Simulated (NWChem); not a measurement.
C$_{2}$H$_{5}$FOSi; SMILES C=C[SiH](O)F

```xyz
10

Si     0.0075    -0.5164    -0.4262
O      0.7710    -1.6843     0.4638
F     -1.5562    -0.4175    -0.0224
C      0.7190     1.1752    -0.1314
C     -0.0265     2.2044     0.2948
H      0.1028    -0.9862    -1.8231
H      0.9146    -1.4855     1.4001
H      1.7823     1.3446    -0.3135
H      0.3886     3.1964     0.4678
H     -1.0914     2.0933     0.4875
```
Atoms are numbered in this order, from 1.

Program: NWChem. Pople sets run with spherical d functions. Coordinates come from a B3LYP/6-31G* (spherical d) optimisation. Level: B3LYP/6-31G* with SMD (1 M gas to 1 M solution), gas-phase geometry. Reactions with the solvent are ignored.

**Question.** What does the run give for solvent toluene? Quantities: solvation free energy (kcal/mol); cavity-dispersion-structure term (kcal/mol); dipole in solution (D).

**Answer.** 
- solvation free energy (kcal/mol): -3.1
- cavity-dispersion-structure term (kcal/mol): -0.5
- dipole in solution (D): 2.58
